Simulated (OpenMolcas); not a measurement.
## Ru5+: moving or changing the point charges

Ru5+ among 4 point charges of -2 e arranged as a tetrahedron (Td), 2.26 Å from the ion.

```
Program             : OpenMolcas
Method              : SS-CASPT2, IPEA 0.25 Eh, imaginary shift 0.1 Eh (closed shells correlated: 4s 4p)
Basis               : ANO-RCC-VDZP [6s5p3d1f]
Scalar Hamiltonian  : DKH2, point nucleus
Active space        : 3 electrons in 5 orbitals (4d)
State averaging     : 2S+1 = 4 even, 10 roots; 2S+1 = 2 even, 40 roots
Spin-orbit coupling : state interaction with AMFI integrals over the reference wave functions
```

Runs around this geometry, states (labels of Td). Energies in cm-1 above the lowest state or level, χT in cm3 K/mol; under a threefold ground state the first gap can be a small split of the lowest multiplet, not the spin-orbit step.

| R (Å) | q (e) | Ground state | First state of that spin | First gap with spin-orbit (degeneracies) | χT at 300 K | First state of another spin |
| --- | --- | --- | --- | --- | --- | --- |
| 2.26 | -1.6 | 4T1 | 4T2 990 | 1170 (4, 2) | 0.182 | 2T2 15060 |
| 2.07 | -2 | 4T1 | 4T2 2070 | 990 (4, 2) | 0.212 | 2E 15110 |
| 2.26 | -2 | 4T1 | 4T2 960 | 1160 (4, 2) | 0.183 | 2T2 14990 |
| 2.4 | -2 | 4T1 | 4T2 470 | 1250 (4, 2) | 0.173 | 2T2 14780 |

Scaling the charges by -1.6 / -2 = 0.80 scales the first state of the same spin by 990 / 960 = 1.03; with fixed orbitals a first-order splitting would follow the charge.

Roots that are degenerate in the reference are averaged as groups; the widest CASPT2 spread within a group is 230 cm-1 (the 3-fold group of multiplicity 4 near 472 cm-1 above the lowest state of its run, R = 2.4, q = -2). Shifts and gaps below about the spread of the groups concerned are not significant. Point charges give a weaker field than real ligands, and real ions of this kind are as a rule low spin; the high spin found here belongs to the model. The ground term spreads over less than 5000 cm-1, several times less than with real ligands, so orbital moments are less quenched and χT lies further from the spin-only value than at real sites. Free-ion shares, where given, are those of the reference states; single-state CASPT2 does not remix them. Spin-orbit coupling mixes the spin-free states strongly: the lowest level takes only 64 % from its leading state, 4T1 (figures for R = 2.26, q = -1.6; the like holds for R = 2.26, q = -2, R = 2.4, q = -2). An orbital triplet at a regular site is open to Jahn-Teller coupling, which can distort the site and quench the lowest spin-orbit gaps and is left out (holds for R = 2.07, q = -2). Point charges carry no covalency, so the field is a model and not that of real ligands. No measured value stands beside these numbers.
